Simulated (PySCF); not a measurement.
Part of a log for `C[Se](F)(F)(F)(F)F` (SeMeF5): ground state, then the species with a core hole.

Level of theory: delta-SCF UKS SCAN, pcX-2 on the ionised atom, pcseg-1 elsewhere, spin-free X2C in PySCF 2.14.0. Atoms in this output count from 0. The cycles run on a coarse integration grid; for E(ground) and E(ion) the exchange–correlation energy is redone on a finer one, so they differ from the last cycle, and only they enter the binding energy.

Coordinates (Å, PBE0-D3(BJ)/def2-SVP):
```
Se     0.005196     0.000657    -0.657104
C      0.020273    -0.018057     1.255075
H     -0.998503    -0.261077     1.572995
H      0.326531     0.983141     1.574026
H      0.742212    -0.787666     1.545393
F      0.016280    -0.004522    -2.372227
F      1.737826    -0.006506    -0.717012
F     -1.725932     0.016900    -0.739611
F      0.012253     1.732000    -0.733809
F     -0.011487    -1.731619    -0.723305
```

```
ground state, core basis on atom 5 (F), 157 functions
  cycle   1  E = -2962.74159084  |g| = 1.21e-01
  cycle   2  E = -2962.74052615  |g| = 9.65e-02
  cycle   3  E = -2962.74065339  |g| = 9.17e-02
  cycle   4  E = -2962.74190201  |g| = 1.14e-02
  cycle   5  E = -2962.74192485  |g| = 2.88e-03
  cycle   6  E = -2962.74192332  |g| = 4.28e-04
  E(ground) = -2962.73582941 Eh
hole in F 1s of atom 5
  cycle   1  E = -2936.35205660  |g| = 2.59e+00
  cycle   2  E = -2936.21109838  |g| = 2.22e+00
  cycle   3  E = -2937.14435663  |g| = 5.97e-01
  cycle   4  E = -2937.16361868  |g| = 5.35e-01
  cycle   5  E = -2937.26102065  |g| = 4.76e-02
  cycle   6  E = -2937.26169120  |g| = 3.05e-02
  cycle   7  E = -2937.26220914  |g| = 4.47e-03
  cycle   8  E = -2937.26221857  |g| = 2.19e-03
  cycle   9  E = -2937.26221891  |g| = 1.55e-03
  cycle  10  E = -2937.26221986  |g| = 3.53e-04
  E(ion) = -2937.26733065 Eh   <S^2> = 0.7580   hole on atom = 1.000
```

Problem. What is the F 1s binding energy of atom 5?

Solution. (-2937.267331 − (-2962.735829)) Eh × 27.2114 eV/Eh = 693.03 eV, for the fluorine bonded to Se.

```
ground state, core basis on atom 1 (C), 157 functions
  cycle   1  E = -2962.47009394  |g| = 1.13e+00
  cycle   2  E = -2961.94153377  |g| = 2.11e+00
  cycle   3  E = -2962.69187489  |g| = 1.79e-01
  cycle   4  E = -2962.69689234  |g| = 1.08e-01
  cycle   5  E = -2962.69889923  |g| = 3.95e-02
  cycle   6  E = -2962.69918529  |g| = 6.13e-03
  cycle   7  E = -2962.69919255  |g| = 2.42e-03
  cycle   8  E = -2962.69919484  |g| = 1.90e-04
  E(ground) = -2962.69091974 Eh
hole in C 1s of atom 1
  cycle   1  E = -2951.37144303  |g| = 1.50e+00
  cycle   2  E = -2950.57428750  |g| = 1.90e+00
  cycle   3  E = -2951.83921346  |g| = 5.19e-01
  cycle   4  E = -2951.88903962  |g| = 3.86e-01
  cycle   5  E = -2951.93531238  |g| = 9.73e-02
  cycle   6  E = -2951.93760683  |g| = 5.30e-02
  cycle   7  E = -2951.93854703  |g| = 9.56e-03
  cycle   8  E = -2951.93859018  |g| = 3.55e-03
  cycle   9  E = -2951.93859720  |g| = 1.22e-03
  cycle  10  E = -2951.93859517  |g| = 1.59e-03
  cycle  11  E = -2951.93859830  |g| = 2.67e-04
  E(ion) = -2951.93211151 Eh   <S^2> = 0.7744   hole on atom = 1.000
```

Problem. What is the C 1s binding energy of atom 1?

Solution. (-2951.932112 − (-2962.690920)) Eh × 27.2114 eV/Eh = 292.76 eV, for the carbon bonded to Se and 3 H.

The ground state is recomputed for each atom, because the flexible core basis sits on the ionised atom alone; energies of different blocks can't be mixed. Isolated species at its PBE0-D3(BJ)/def2-SVP geometry, gas phase.
Labels such as C1 count atoms from 1, the log's own numbers from 0.
